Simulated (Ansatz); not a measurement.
Consider the substitution at a C–O bond: `C[O][Al]([F])[SH]` + `[OH][Sn]([OH])([F])[Cl]` → `C[O][Sn]([OH])([F])[Cl]` + `[OH][Al]([F])[SH]`.

Program: Ansatz. Geometries: PBE0-D4/def2-TZVP. ΔE: electronic, gas phase. CCSD(T)/CBS is the MP2 limit (def2-TZVPP, def2-QZVPP) plus CCSD(T) − MP2 in def2-TZVPP, frozen cores. This one scheme is used for every species. DFT in def2-TZVPP. B3LYP here is the variant with VWN-RPA as its local correlation; programs differ in this. Elements past krypton have def2 core potentials. For Sn outer-core shells are correlated without core-valence functions, which leaves a few kJ/mol of doubt a bond. Each species was taken in one conformer, which may not be the lowest.

(1) Is it downhill or uphill in electronic energy at CCSD(T)/CBS, and by how much? (An estimate is asked.)

(2) What do these levels give: r2SCAN-D4, PBE0-D4, B3LYP-D4, ωB97X-V, B2PLYP, r2SCAN, HF/def2-TZVPP, CCSD(T)/def2-TZVPP, MP2/def2-QZVPP, HF/CBS(def2), MP2/CBS(def2), CCSD/CBS(def2)? (Best estimate.)

Largest T1 diagnostic among the species: 0.014.

## Answers

(1) The calculation gave: Nearly level: ΔE = -2.6 kJ/mol.

(2) The calculation gave: r2SCAN-D4 -0.1, PBE0-D4 1.2, B3LYP-D4 1.2, ωB97X-V 1.1, B2PLYP 1.5, r2SCAN 0.3, HF/def2-TZVPP 5.1, CCSD(T)/def2-TZVPP -0.9, MP2/def2-QZVPP -2.4, HF/CBS(def2) 4.9, MP2/CBS(def2) -3.0, CCSD/CBS(def2) -1.3 kJ/mol.

In def2-TZVPP, CCSD(T) changes the Hartree–Fock value by −6.0 kJ/mol (the triples alone add −1.3 kJ/mol) and MP2 by −6.5 kJ/mol.
